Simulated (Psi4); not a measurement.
BI3, triplet, at a GFN2-xTB geometry (a higher spin typed on purpose: for a closed-shell molecule this is an excited state) (core potentials on I); SVWN/def2-SV(P) (Psi4 1.11).

Psi4 was given this input:
```
memory 2 GB

molecule {
0 3
  B    -0.00000000   -0.00000000    0.00000000
  I     2.06079460   -0.36066386   -0.61755843
  I    -0.76527340   -0.90866053    1.82948732
  I    -1.29552119    1.26932438   -1.21192889
}

set basis def2-sv(p)
set reference uks

energy('svwn')
print_variables()
```

Output, abridged:

```
   => Loading Basis Set <=

    Name: DEF2-SV(P)
    Role: ORBITAL
    Keyword: BASIS

    !!!  WARNING: ECP capability is in beta. Please check occupations closely.  !!!

         ---------------------------------------------------------
                                   SCF
               by Justin Turney, Rob Parrish, Andy Simmonett
                          and Daniel G. A. Smith
                              UKS Reference
         ---------------------------------------------------------

  ==> Geometry <==

    Molecular point group: c1
    Full point group: C1v

    Geometry (in Angstrom), charge = 0, multiplicity = 3:

       Center              X                  Y                   Z               Mass
    ------------   -----------------  -----------------  -----------------  -----------------
         B            0.000000001769     0.000000003898     0.000000001633    11.009305360000
         I            0.320531655868    -2.157681779054     0.000000001633   126.904471900000
         I           -2.028873058286     0.801252333538     0.000000001633   126.904471900000
         I            1.708341402264     1.356429445178    -0.000000003407   126.904471900000

  Running in c1 symmetry.

  Rotational constants: A =      0.01861  B =      0.01861  C =      0.00931 [cm^-1]
  Rotational constants: A =    557.94880  B =    557.94880  C =    278.97440 [MHz]
  Nuclear repulsion =  353.583365092325380

  Charge       = 0
  Multiplicity = 3
  Electrons    = 80
  Nalpha       = 41
  Nbeta        = 39

  ==> Algorithm <==

  SCF Algorithm Type is DF.
  DIIS enabled.
  MOM disabled.
  Fractional occupation disabled.
  Guess Type is SAD.
  Energy threshold   = 1.00e-06
  Density threshold  = 1.00e-06
  Integral threshold = 1.00e-12

  ==> Primary Basis <==

  Basis Set: DEF2-SV(P)
    Blend: DEF2-SV(P)
    Number of shells: 36
    Number of basis functions: 92
    Number of Cartesian functions: 99
    Spherical Harmonics?: true
    Max angular momentum: 2

  Core potential: DEF2-SV(P)
    Number of shells: 12
    Number of ECP primitives: 87
    Number of ECP core electrons: 84
    Max angular momentum: 3

  ==> DFT Potential <==

   => LibXC <=

    Version 7.1.2
    S. Lehtola, C. Steigemann, M. J. T. Oliveira, and M. A. L. Marques,  SoftwareX 7, 1–5 (2018) (10.1016/j.softx.2017.11.002)

   => Composite Functional: SVWN <=

    Slater exchange
    Vosko, Wilk & Nusair (VWN5_RPA)
[...]
      Ntotal   =   79.9999992925 ; deviation = -7.075e-07

   @Spin Contamination Metric:   2.982800997E-03
   @S^2 Expected:                2.000000000E+00
   @S^2 Observed:                2.002982801E+00
   @S   Expected:                1.000000000E+00
   @S   Observed:                1.000000000E+00

    Orbital Energies [Eh]
    ---------------------

    Alpha Occupied:

[...]
    Alpha Virtual:

[...]
    Beta Occupied:

[...]
    Beta Virtual:

[...]
    Final Occupation by Irrep:
              A
    DOCC [    39 ]
    SOCC [     2 ]
    NA   [    41 ]
    NB   [    39 ]

  @DF-UKS Final Energy:  -917.98144371912804

   => Energetics <=

    Nuclear Repulsion Energy =            353.5833650923253799
    One-Electron Energy =               -2291.9014124790955975
    Two-Electron Energy =                1091.0761513769957674
    DFT Exchange-Correlation Energy =     -70.7395477093537011
    Empirical Dispersion Energy =           0.0000000000000000
    VV10 Nonlocal Energy =                  0.0000000000000000
    Total Energy =                       -917.9814437191280376

  UHF NO Occupations:
  HONO-2 :   39  A 1.9991746
  HONO-1 :   40  A 1.0000000
  HONO-0 :   41  A 1.0000000
  LUNO+0 :   42  A 0.0008254
  LUNO+1 :   43  A 0.0002113
  LUNO+2 :   44  A 0.0002113
  LUNO+3 :   45  A 0.0001451

Computation Completed

Properties will be evaluated at   0.000000,   0.000000,   0.000000 [a0]

Properties computed using the SCF density matrix

 Multipole Moments:

 ------------------------------------------------------------------------------------
     Multipole            Electronic (a.u.)      Nuclear  (a.u.)        Total (a.u.)
 ------------------------------------------------------------------------------------

 L = 1.  Multiply by 2.5417464519 to convert [e a0] to [Debye]
 Dipole X            :          0.0001239            0.0000000            0.0001239
 Dipole Y            :          0.0000941            0.0000000            0.0000941
 Dipole Z            :         -0.0000169            0.0000000           -0.0000169
 Magnitude           :                                                    0.0001565

 ------------------------------------------------------------------------------------

  Variable Map:
  ----------------------------------------------------------------------------
[...]
  Array Variable Map:
  ----------------------------------------------------------------------------
[...]
[...]
```
